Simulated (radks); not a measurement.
Results of a calculation; reference values are marked as such.
Fractional charge and spin in the 5d shell of iridium: the spin-up occupation runs from 4 to 5 and the spin-down occupation from 1 to 2; the fullest corner is Ir, [Xe] 4f14 6s2 5d(up 5, down 2). Level of theory: scalar-relativistic Kohn-Sham, PBE, spin-polarised, spherical densities, point nucleus (a radial shooting solver on a logarithmic mesh with Libxc functionals). Energy (eV) minus the two flat planes that join the four corners (they meet along the diagonal where the two added fractions sum to one electron); zero is where a piecewise linear energy would lie.

down \ up,4,4.25,4.5,4.75,5
1,0.000,-1.107,-1.464,-1.088,0.000
1.25,-1.072,-1.396,-0.990,0.128,-0.934
1.5,-1.417,-0.978,0.170,-0.862,-1.229
1.75,-1.054,0.127,-0.874,-1.211,-0.909
2,0.000,-0.968,-1.274,-0.943,0.000

Corners above the fullest one (they belong to Ir+ and the next ion): (up 5, down 1) 10.882 eV, (up 4, down 2) 12.896 eV, (up 4, down 1) 35.252 eV. With half an added electron in each spin the energy lies 0.170 eV from the planes, and with half an added electron in spin up alone -1.464 eV. The planes are only a guide here: the flat-plane condition holds for ground states with one frontier orbital, while this shell lies below other occupied shells, so the corners above the fullest one are inner-hole states and not the ground states of those ions.
